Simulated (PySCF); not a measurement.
C2F5, SMILES FC(F)([C](F)F)F (connectivity only; charge and spin as stated), charge +1, multiplicity 1.

Coordinates come from a PBE0-D3(BJ)/def2-SVP optimisation. The spin state was assumed, not searched. The isomer is the one that the SMILES or the coordinates give; other isomers of the formula were not compared.

Level of theory: TDA-PBE/def2-SVPD run with PySCF.

Vertical excitations.  State labels are in the subgroup Cs.

List the lowest excited states. (Estimate from the structure and the level; the computed values follow.)


```csv
state,symmetry,energy (eV),λ (nm),f,main pairs
S1,A",4.35,285,0.002,HOMO→LUMO 100 %
S2,A',4.97,249,0.016,HOMO−1→LUMO 94 %
S3,A",5.08,244,0.001,HOMO−2→LUMO 100 %
S4,A',5.50,225,0.029,HOMO−3→LUMO 86 %
S5,A",6.02,206,0.002,HOMO−5→LUMO 99 %
S6,A',6.19,200,0.038,HOMO−4→LUMO 86 %
S7,A",7.67,162,0.000,HOMO−6→LUMO 100 %
S8,A',8.46,147,0.003,HOMO−8→LUMO 99 %
S9,A",9.60,129,0.002,HOMO−10→LUMO 99 %
S10,A',9.77,127,0.031,HOMO−9→LUMO 92 %
T1,A',4.01,309,0,HOMO−1→LUMO 100 %
T2,A",4.24,292,0,HOMO→LUMO 100 %
T3,A",5.01,248,0,HOMO−2→LUMO 100 %
T4,A',5.08,244,0,HOMO−3→LUMO 100 %
```
Triplets are in the Tamm–Dancoff approximation.
